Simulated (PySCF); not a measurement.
Record of a relaxation.

Species: C4H14BNSi.
Bonds: C1–B2, B2–C3, B2–Si4, Si4–N5, N5–C6, N5–C7. Hydrogens: H8, H9, H10 on C1; H11, H12, H13 on C3; H14, H15 on Si4; H16, H17, H18 on C6; H19, H20, H21 on C7.

Method: PBE0-D3(BJ)/def2-SVP geometry optimisation, gas phase (PySCF 2.14.0); density fitting, grid level 1; the optimiser is geomeTRIC in internal coordinates, started from a GFN2-xTB structure with every atom displaced at random (about 0.01 Å). 7 of its 12 geometries are shown. The frame can shift and turn from step to step; on so coarse a grid that alone can change the energy by a few meV, and forces under 0.02 eV/Å are noise.

Step 0: E = -14402.0952 eV, largest atomic force 2.483 eV/Å
```
atom  x, y, z in Å  |  force x, y, z in eV/Å
C1      2.550    1.126    0.755   -1.548   0.570   0.063
B2      1.510    0.051    0.244    2.177   0.221  -0.578
C3      1.945   -0.923   -0.913    0.207   0.379   0.609
Si4    -0.189   -0.152    1.138   -2.408  -0.318   0.516
N5     -1.465   -0.277   -0.074    0.449   0.172  -0.072
C6     -1.449    0.575   -1.235    0.032  -0.122   0.734
C7     -2.788   -0.671    0.292   -0.373   0.782  -0.323
H8      2.110    2.154    0.659   -0.006  -0.460   0.111
H9      3.486    1.172    0.254    1.240  -0.193  -0.695
H10     2.723    1.019    1.826    0.042  -0.038   0.530
H11     1.134   -1.370   -1.451   -0.832  -0.559  -0.481
H12     2.505   -1.748   -0.428   -0.040   0.066   0.061
H13     2.634   -0.469   -1.627    0.320   0.203  -0.185
H14    -0.550    0.896    2.163    0.250   0.186   0.014
H15    -0.397   -1.419    1.907    0.368  -0.172   0.131
H16    -0.419    0.830   -1.490    0.298   0.142  -0.272
H17    -1.908    0.057   -2.077   -0.159  -0.145  -0.542
H18    -2.007    1.513   -1.071   -0.084   0.256  -0.086
H19    -3.277   -1.180   -0.552   -0.165  -0.096  -0.121
H20    -3.447    0.195    0.579    0.217  -0.311  -0.097
H21    -2.773   -1.355    1.124    0.015  -0.564   0.682
```

Step 2: E = -14402.3491 eV, largest atomic force 0.164 eV/Å
```
atom  x, y, z in Å  |  force x, y, z in eV/Å
C1      2.621    1.097    0.815    0.077   0.037   0.046
B2      1.576    0.088    0.232   -0.038   0.029  -0.008
C3      1.921   -0.803   -1.006   -0.055  -0.041  -0.052
Si4    -0.241   -0.131    1.145    0.159  -0.013  -0.039
N5     -1.498   -0.289   -0.061    0.005  -0.006   0.035
C6     -1.494    0.582   -1.207   -0.062   0.007  -0.038
C7     -2.811   -0.755    0.306   -0.008  -0.021  -0.004
H8      2.190    2.114    0.726   -0.006  -0.005  -0.011
H9      3.608    1.100    0.325   -0.041  -0.026   0.014
H10     2.760    0.962    1.903   -0.022   0.005   0.004
H11     1.065   -1.254   -1.529    0.003   0.000   0.007
H12     2.503   -1.644   -0.572   -0.001   0.009   0.008
H13     2.599   -0.319   -1.729    0.002   0.001   0.019
H14    -0.498    0.982    2.136   -0.024  -0.007   0.007
H15    -0.253   -1.397    1.956   -0.025   0.008   0.025
H16    -0.465    0.863   -1.483    0.004  -0.003   0.003
H17    -1.940    0.080   -2.085    0.003   0.006   0.001
H18    -2.063    1.523   -1.049    0.002   0.003   0.000
H19    -3.294   -1.276   -0.542    0.006   0.005  -0.002
H20    -3.497    0.061    0.620    0.007   0.003  -0.006
H21    -2.749   -1.473    1.139    0.013   0.010  -0.010
```

Step 4: E = -14402.3535 eV, largest atomic force 0.073 eV/Å
```
atom  x, y, z in Å  |  force x, y, z in eV/Å
C1      2.643    1.090    0.829   -0.035  -0.039   0.014
B2      1.583    0.105    0.226    0.029   0.001   0.011
C3      1.907   -0.799   -1.009    0.007   0.038  -0.002
Si4    -0.228   -0.099    1.133   -0.068  -0.018   0.018
N5     -1.492   -0.278   -0.067    0.008   0.004  -0.015
C6     -1.520    0.592   -1.214   -0.007  -0.004   0.029
C7     -2.790   -0.779    0.308    0.021   0.005  -0.020
H8      2.241    2.115    0.718    0.010   0.001  -0.014
H9      3.640    1.055    0.363    0.031   0.001  -0.009
H10     2.745    0.958    1.920   -0.003   0.014   0.002
H11     1.039   -1.228   -1.530   -0.008  -0.005  -0.011
H12     2.465   -1.651   -0.567   -0.006  -0.001   0.005
H13     2.601   -0.337   -1.730    0.002  -0.003  -0.007
H14    -0.504    1.014    2.119    0.011   0.007  -0.010
H15    -0.253   -1.357    1.958    0.021   0.009   0.009
H16    -0.500    0.896   -1.500    0.003   0.002  -0.002
H17    -1.963    0.078   -2.088   -0.005  -0.004  -0.009
H18    -2.109    1.519   -1.050    0.000   0.003  -0.003
H19    -3.264   -1.309   -0.540   -0.003  -0.002   0.000
H20    -3.493    0.020    0.626   -0.005  -0.002   0.004
H21    -2.703   -1.495    1.138   -0.003  -0.006   0.010
```

Step 6: E = -14402.3599 eV, largest atomic force 0.120 eV/Å
```
atom  x, y, z in Å  |  force x, y, z in eV/Å
C1      2.712    1.036    0.857    0.013  -0.050   0.060
B2      1.587    0.150    0.224    0.004  -0.048  -0.028
C3      1.863   -0.747   -1.027   -0.026   0.044  -0.048
Si4    -0.236    0.003    1.117   -0.032  -0.033   0.066
N5     -1.496   -0.271   -0.070    0.076  -0.013   0.092
C6     -1.577    0.600   -1.211   -0.049   0.001  -0.068
C7     -2.755   -0.865    0.304   -0.010   0.012  -0.005
H8      2.434    2.089    0.657   -0.008   0.034  -0.032
H9      3.724    0.870    0.454   -0.050   0.012   0.029
H10     2.732    0.966    1.959    0.031   0.018  -0.016
H11     0.974   -1.096   -1.574    0.040   0.005   0.018
H12     2.332   -1.648   -0.578    0.001  -0.026  -0.009
H13     2.614   -0.338   -1.722   -0.003  -0.007   0.005
H14    -0.524    1.160    2.048   -0.007   0.041  -0.035
H15    -0.233   -1.201    2.019    0.004  -0.023  -0.013
H16    -0.576    0.969   -1.495   -0.030  -0.017   0.009
H17    -1.988    0.064   -2.089    0.013   0.025   0.015
H18    -2.220    1.491   -1.044   -0.001  -0.004  -0.006
H19    -3.189   -1.426   -0.545    0.008  -0.001   0.004
H20    -3.516   -0.121    0.622    0.007   0.002  -0.003
H21    -2.620   -1.575    1.136    0.019   0.027  -0.034
```

Step 7: E = -14402.3647 eV, largest atomic force 0.082 eV/Å
```
atom  x, y, z in Å  |  force x, y, z in eV/Å
C1      2.749    0.991    0.893    0.013  -0.018   0.057
B2      1.592    0.172    0.228   -0.026  -0.056  -0.033
C3      1.844   -0.701   -1.044   -0.007   0.031  -0.034
Si4    -0.242    0.070    1.104    0.035  -0.022   0.060
N5     -1.496   -0.266   -0.071    0.044  -0.013   0.067
C6     -1.622    0.593   -1.218   -0.029   0.006  -0.060
C7     -2.725   -0.914    0.310   -0.021   0.006   0.009
H8      2.560    2.049    0.625   -0.009   0.024  -0.033
H9      3.763    0.739    0.538   -0.047   0.011   0.023
H10     2.723    0.976    1.995    0.024   0.007  -0.013
H11     0.951   -0.985   -1.619    0.030   0.004   0.016
H12     2.246   -1.641   -0.607   -0.001  -0.020  -0.016
H13     2.635   -0.323   -1.713   -0.002  -0.001   0.009
H14    -0.538    1.267    1.980   -0.005   0.033  -0.030
H15    -0.230   -1.095    2.056   -0.014  -0.018  -0.014
H16    -0.640    1.002   -1.511   -0.022  -0.014   0.009
H17    -2.016    0.034   -2.089    0.012   0.018   0.015
H18    -2.301    1.456   -1.052   -0.002  -0.005  -0.002
H19    -3.135   -1.501   -0.533    0.007   0.000   0.003
H20    -3.519   -0.203    0.625    0.006   0.004  -0.005
H21    -2.556   -1.610    1.146    0.015   0.023  -0.029
```

Step 9: E = -14402.3694 eV, largest atomic force 0.058 eV/Å
```
atom  x, y, z in Å  |  force x, y, z in eV/Å
C1      2.767    0.935    0.943    0.007   0.033  -0.005
B2      1.600    0.171    0.232   -0.037  -0.013  -0.008
C3      1.853   -0.645   -1.078    0.033  -0.012   0.020
Si4    -0.244    0.119    1.091    0.056  -0.008  -0.013
N5     -1.499   -0.267   -0.065   -0.035  -0.006  -0.028
C6     -1.665    0.564   -1.230    0.016   0.003   0.015
C7     -2.707   -0.939    0.337   -0.005   0.002   0.009
H8      2.663    1.981    0.586   -0.004  -0.016  -0.001
H9      3.777    0.604    0.655    0.014  -0.009  -0.002
H10     2.692    0.997    2.040   -0.016   0.000   0.003
H11     0.969   -0.850   -1.698   -0.014   0.007  -0.006
H12     2.183   -1.632   -0.687   -0.003   0.008  -0.008
H13     2.686   -0.277   -1.697    0.002   0.007   0.002
H14    -0.531    1.377    1.880    0.011  -0.003   0.012
H15    -0.247   -0.997    2.099   -0.019   0.013   0.006
H16    -0.701    0.998   -1.541    0.008   0.008   0.000
H17    -2.049   -0.024   -2.085   -0.001  -0.009  -0.005
H18    -2.371    1.407   -1.072   -0.002  -0.001   0.003
H19    -3.104   -1.557   -0.491   -0.002  -0.001  -0.001
H20    -3.519   -0.243    0.639   -0.002   0.001  -0.002
H21    -2.511   -1.610    1.186   -0.005  -0.006   0.011
```

Step 11: E = -14402.3710 eV, largest atomic force under 0.02 eV/Å
```
atom  x, y, z in Å  |  force x, y, z in eV/Å
C1      2.754    0.926    0.955   -0.005   0.001  -0.004
B2      1.604    0.151    0.228    0.003   0.008   0.001
C3      1.880   -0.640   -1.093    0.007  -0.005   0.004
Si4    -0.239    0.103    1.084   -0.006  -0.003  -0.018
N5     -1.506   -0.276   -0.063   -0.008   0.005  -0.007
C6     -1.664    0.547   -1.234    0.009  -0.004   0.009
C7     -2.726   -0.919    0.353    0.003   0.004   0.002
H8      2.653    1.964    0.573    0.003  -0.003   0.002
H9      3.772    0.595    0.693    0.006  -0.004  -0.001
H10     2.655    1.006    2.048   -0.005   0.003   0.001
H11     1.006   -0.829   -1.732   -0.004   0.001  -0.004
H12     2.207   -1.636   -0.725   -0.002   0.003   0.002
H13     2.720   -0.252   -1.691   -0.001   0.000  -0.002
H14    -0.502    1.374    1.861    0.001  -0.006   0.010
H15    -0.262   -1.000    2.105    0.003   0.004   0.004
H16    -0.696    0.969   -1.549    0.003   0.004   0.000
H17    -2.054   -0.044   -2.084    0.000  -0.003  -0.003
H18    -2.361    1.399   -1.082   -0.001   0.000   0.000
H19    -3.137   -1.543   -0.463   -0.001   0.000   0.000
H20    -3.523   -0.203    0.647   -0.001   0.000   0.001
H21    -2.540   -1.580    1.213   -0.003  -0.003   0.005
```

Problem. Summarise the path.

Solution. The energy falls by 0.2758 eV from step 0 to step 11; nine tenths of that is first reached at step 2. It falls at every step. The largest force goes from 2.483 to under 0.02 eV/Å. Among the bonds B2–Si4 changes most, from 1.930 to 2.032 Å; the atoms move by 0.392 Å rms after alignment.

The cost below is that of the whole optimisation. On one thread of an Arm Neoverse N1 (shared host), this took 4.6 min of wall time and 0.79 GiB of memory at its peak.
